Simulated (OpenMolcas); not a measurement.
# Computed transition rates of W3+

| Property | Result |
| --- | --- |
| Program | OpenMolcas 26.06 |
| Method | MS-CASPT2, IPEA 0.25 Eh, imaginary shift 0.1 Eh (closed shells correlated: 5s 5p) |
| Basis | ANO-RCC-VQZP [9s8p6d4f3g2h] |
| Scalar Hamiltonian | DKH2, point nucleus |
| Active space | 3 electrons in 5 orbitals (5d) |
| State averaging | 2S+1 = 4 even, 10 roots; 2S+1 = 2 even, 40 roots |
| Spin-orbit coupling | RASSI with atomic mean-field integrals over the reference wave functions, term energies averaged over their components |

Rates come from the transition moments of the reference wave functions (E1 and E2 in the length form). At fixed line strength A goes as λ^-3 for E1 and M1 and as λ^-5 for E2, so a rate at the computed wavelength can be rescaled to the measured one. Measured vacuum wavelengths follow from level energies in the list in J. Phys. B 45, 035001 (2012). Branching counts decays inside the model space alone, at computed energies, and the table is only a selection of the E2 and M1 lines, drawn from those between levels with measured partners whose computed energy lies within a factor of 1.5 of the measured one.

```
            Upper              Lower  Type  λ computed (nm)  λ measured (nm)  A computed (s-1)  A rescaled (s-1)  Branching %
5d³ ⁴F_9/2 [71 %]         5d³ ⁴F_7/2    M1             3948             3981          3.54e-01          3.45e-01        100.0
       5d³ ⁴F_7/2         5d³ ⁴F_5/2    M1             3032             3118          1.37e+00          1.26e+00        100.0
       5d³ ⁴F_5/2         5d³ ⁴F_3/2    M1             2689             2827          1.99e+00          1.71e+00        100.0
    5d³ ²D_5/2(1)         5d³ ⁴P_5/2    M1             1578             1793          7.21e-01                            5.6
5d³ ²P_1/2 [57 %]  5d³ ⁴P_1/2 [57 %]    M1             1403             1517          7.23e+00                           90.2
       5d³ ²G_7/2         5d³ ⁴F_7/2    M1             1144             1174          2.62e+00                           28.8
       5d³ ⁴P_5/2         5d³ ⁴F_7/2    M1            911.4            957.4          5.09e-01                           11.3
       5d³ ²G_7/2         5d³ ⁴F_5/2    M1            830.4              853          6.46e+00                           70.9
       5d³ ²F_5/2         5d³ ⁴P_5/2    M1            829.6            930.4          1.31e+00                           19.0
5d³ ⁴P_1/2 [57 %]         5d³ ⁴F_3/2    M1            815.8            849.4          7.75e-01                           78.8
5d³ ⁴P_1/2 [57 %]         5d³ ⁴F_3/2    E2            815.8            849.4          7.22e-02          5.90e-02          7.3
      5d³ ²H_11/2  5d³ ⁴F_9/2 [71 %]    M1            742.7            771.2          1.42e+00                           47.4
       5d³ ⁴P_5/2         5d³ ⁴F_5/2    M1            700.7            732.5          4.63e-01                           10.2
       5d³ ²F_5/2         5d³ ²G_7/2    M1            700.1            788.8          1.40e+00                           20.3
       5d³ ²F_7/2         5d³ ²G_7/2    M1            698.6            760.4          2.38e+00                           30.4
    5d³ ²D_5/2(2)         5d³ ²F_7/2    M1            637.2            672.3          4.92e+00                            9.1
    5d³ ²D_5/2(2)         5d³ ²F_5/2    M1            635.9            651.5          8.91e+00                           16.5
    5d³ ²D_5/2(1)         5d³ ⁴F_7/2    M1            577.7            624.2          8.46e+00                           65.9
       5d³ ²F_7/2  5d³ ⁴F_9/2 [71 %]    M1            487.2              522          3.36e+00                           43.0
    5d³ ²D_5/2(1)         5d³ ⁴F_5/2    M1            485.3            520.1          1.50e+00                           11.7
       5d³ ²F_7/2         5d³ ⁴F_5/2    M1            379.4              402          1.05e+00                           13.4
    5d³ ²D_5/2(2)         5d³ ⁴P_5/2    M1              360            383.2          1.18e+01                           21.7
       5d³ ²F_5/2         5d³ ⁴F_3/2    M1            332.8            357.9          2.21e+00                           32.1
    5d³ ²D_5/2(2)  5d³ ⁴F_9/2 [71 %]    E2            276.1            293.9          2.88e+00                            5.3
    5d³ ²D_5/2(2)         5d³ ⁴F_7/2    M1              258            273.7          2.32e+00                            4.3
```

Spin-changing lines and M1 lines between different terms are not rescaled, since their strength hangs on the term gaps too.

The largest correction is for 5d³ ⁴P_1/2 [57 %] → 5d³ ⁴F_3/2 (E2): 7.22e-02 × (815.8 / 849.4)^5 = 5.90e-02 s-1, a factor of 0.82.

The computed rate and branching of 5d³ ⁴F_5/2 → 5d³ ⁴F_3/2 give the upper level a radiative lifetime of 1.000 / 1.99e+00 s-1 = 5.03e-01 s, counting decays inside the model space alone. The rescaled rate gives about 5.8e-01 s.

These are rates of the free ion; in crystals, glasses and complexes forced electric-dipole and non-radiative decay shorten such lifetimes by orders of magnitude. No measured rate stands beside these. Rescaling mends the energy factor alone: line strengths can still be far off where a level mixes with configurations outside the active space, and weak or spin-changing lines hang on small mixing coefficients that depend on the term gaps too, so rescaling need not improve them.

CASPT2 breaks the degeneracy within a term, and the mean is taken; among the terms shown or strongly mixed into the levels shown the widest spread is 910 cm-1 (5d³ ²P). The CASPT2 spread within a term exceeds the gap to the next term for 5d³ ²G and 5d³ ⁴P, 5d³ ⁴P and 5d³ ²P, 5d³ ²H and 5d³ ²D(1), so the order of their levels is uncertain, and so are names and mixing where such terms share a J. Computed and measured levels are paired by configuration, term and J; levels that our copy of the source lacks, or whose pairing is in doubt (as where it misses far off the trend of its configuration), stay unpaired. Only configurations of the active space appear.

A share in square brackets marks a mixed level and gives the weight of the term that names it. A number in round brackets counts repeated terms of one configuration in the order of the reference energies.
